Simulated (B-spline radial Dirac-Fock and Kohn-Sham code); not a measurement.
# Binding energies of Mo⁵⁺

System: molybdenum as Mo⁵⁺, [Kr] 4d1, inside a Watson sphere of charge -5 and radius 1.6 Å (a model of the Madelung potential; inside it an electron's potential energy is raised by 45.0 eV); nuclear rms radius 4.4091 fm (A = 98).

Input file task.json (cfg lists n, l and occupation; rrms is the nuclear radius in fm):

```json
{"items": [{
  "Z": 42,
  "q": 5,
  "cfg": [[1, 0, 2], [2, 0, 2], [2, 1, 6], [3, 0, 2], [3, 1, 6], [3, 2, 10], [4, 0, 2], [4, 1, 6], [4, 2, 1]],
  "A": 98,
  "rrms": 4.4091,
  "watson": [-5, 1.6],
  "do": ["binding"]
}]}
```

Run with: `python xray_run.py task.json out`

Calculated with a radial atomic solver, using Dirac-Fock energy differences between relaxed states, corrected for Breit and QED terms. No correlation. Energies are counted from the vacuum level.

All terms are in eV, carry their sign (relaxation lowers the binding energy) and add up to the binding energy; ⟨r⟩ is the mean radius of the orbital in the initial state.

| subshell | −ε (Koopmans) | relaxation | Breit | self-energy | vacuum polarisation | binding energy | ⟨r⟩ (bohr) |
| --- | --- | --- | --- | --- | --- | --- | --- |
| K | 20143.7 | -54.44 | -36.31 | -20.45 | 2.37 | 20034.9 | 0.035 |
| L1 | 2939.9 | -26.15 | -3.06 | -2.36 | 0.25 | 2908.6 | 0.153 |
| L2 | 2696.8 | -29.05 | -5.23 | 0.22 | -0.01 | 2662.8 | 0.131 |
| L3 | 2589.6 | -28.30 | -3.46 | 0.00 | -0.02 | 2557.8 | 0.135 |
| M1 | 551.3 | -7.71 | -0.37 | -0.43 | 0.04 | 542.9 | 0.426 |
| M2 | 457.4 | -7.94 | -0.69 | 0.04 | 0.00 | 448.8 | 0.421 |
| M3 | 439.1 | -7.66 | -0.39 | 0.01 | 0.00 | 431.0 | 0.431 |
| M4 | 273.8 | -8.62 | -0.14 | 0.04 | 0.00 | 265.1 | 0.412 |
| M5 | 270.4 | -8.51 | -0.01 | 0.03 | 0.00 | 261.9 | 0.415 |
| N1 | 97.95 | -1.08 | -0.05 | -0.07 | 0.01 | 96.76 | 1.083 |
| N2 | 66.79 | -0.99 | -0.09 | 0.01 | 0.00 | 65.71 | 1.163 |
| N3 | 63.90 | -0.94 | -0.04 | 0.00 | 0.00 | 62.92 | 1.187 |
| N4,5 | 23.02 | -0.46 | 0.01 | 0.01 | 0.00 | 22.57 | 1.465 |

For the deepest level, K (1s), the Breit terms make up -0.181 % of the binding energy, QED -0.090 % and orbital relaxation -0.272 %.

Spin-orbit splittings: 2p 104.9 eV, 3p 17.80 eV, 3d 3.20 eV, 4p 2.79 eV.
